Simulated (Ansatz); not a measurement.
A nudged elastic band was laid between two geometries of BClFH$_{6}$NSi (11 atoms, charge 0, multiplicity 1).

Method: RKS PBE0-D4/def2-SVP (Ansatz 0.2.0).

```
movable images  : 9
climbing image  : yes
spring          : 5.0 eV/Å²
optimiser       : quadratic models (default)
start path      : through a guess of the saddle point
force threshold : 0.05 eV/Å
iteration limit : 60
end points      : relaxed
```

First end point:

```xyz
11
Properties=species:S:1:pos:R:3
B -0.001 -0.124 0.375
H -0.339 0.417 1.414
Cl 1.656 0.498 -0.235
F -0.945 -0.154 -0.616
N 0.312 -1.690 0.732
H 0.381 -2.177 -0.168
Si 1.844 -1.915 1.718
H 1.595 -3.170 2.490
H 2.977 -2.120 0.787
H 1.979 -0.765 2.638
H -0.510 -2.077 1.204
```

Last end point:

```xyz
11
Properties=species:S:1:pos:R:3
B 0.413 -0.704 -0.396
H -0.791 0.479 2.226
Cl 1.257 0.802 0.014
F -0.535 -0.654 -1.322
N 0.757 -1.895 0.251
H 0.231 -2.718 -0.030
Si 1.986 -2.095 1.500
H 1.962 -3.543 1.858
H 3.336 -1.727 0.987
H 1.671 -1.275 2.704
H -1.336 0.054 2.546
```

(1) Which bonds break or form, and what moves?

(2) What energy profile does the band end with?

(3) What is the geometry of the highest image?

Results:

(1) Bonds broken: B1–H2, N5–H11. Bonds formed: H2–H11. BClFH6NSi becomes BClFH4NSi + H2.

(2) The forces met the threshold. The highest image is number 6 of 0 to 10, 1.56 eV above the first end and 1.64 eV above the last; the last end lies 0.09 eV below the first. Neighbouring images differ by up to 1.3 eV, so the band resolves the path poorly. A vibrational analysis at the climbing image gives one clearly imaginary mode, 1389i cm⁻¹: a first-order saddle point. The orbitals stay closed-shell, which can raise the energy where a bond breaks towards radicals; this wasn't checked here.

| image | path coordinate (Å) | energy (eV) | B1–H2 (Å) | N5–H11 (Å) | H2–H11 (Å) |
| --- | --- | --- | --- | --- | --- |
| 0 | 0.00 | 0.00 | 1.22 | 1.02 | 2.51 |
| 1 | 0.48 | 0.01 | 1.22 | 1.02 | 2.43 |
| 2 | 0.96 | 0.03 | 1.22 | 1.02 | 2.38 |
| 3 | 1.44 | 0.05 | 1.22 | 1.02 | 2.34 |
| 4 | 1.92 | 0.13 | 1.22 | 1.02 | 2.07 |
| 5 | 2.40 | 0.66 | 1.25 | 1.05 | 1.54 |
| 6 | 2.88 | 1.56 | 1.41 | 1.37 | 1.03 |
| 7 | 3.67 | 0.28 | 2.14 | 2.11 | 0.77 |
| 8 | 4.47 | -0.05 | 2.81 | 2.71 | 0.76 |
| 9 | 5.26 | -0.08 | 3.04 | 3.24 | 0.76 |
| 10 | 6.06 | -0.09 | 3.12 | 3.67 | 0.76 |

(3) 
```xyz
11
Properties=species:S:1:pos:R:3:forces:R:3
B 0.147 -0.271 0.161 0.00 0.00 0.00
H -0.836 0.179 1.063 0.00 0.00 0.00
Cl 1.519 0.891 0.344 0.00 0.00 0.00
F -0.455 -0.344 -1.042 0.00 0.00 0.00
N 0.399 -1.649 0.831 0.00 0.00 0.00
H -0.110 -2.390 0.350 0.00 0.00 0.00
Si 1.905 -2.118 1.644 0.00 0.00 0.00
H 1.681 -3.509 2.135 0.00 0.00 0.00
H 3.077 -2.106 0.725 0.00 0.00 0.00
H 2.133 -1.203 2.794 0.00 0.00 0.00
H -0.509 -0.756 1.332 0.00 0.00 0.00
```

The run took 12 min on 2 threads of Intel(R) Xeon(R) 6975P-C (Granite Rapids), with other jobs on the host, peak memory 0.27 GiB.
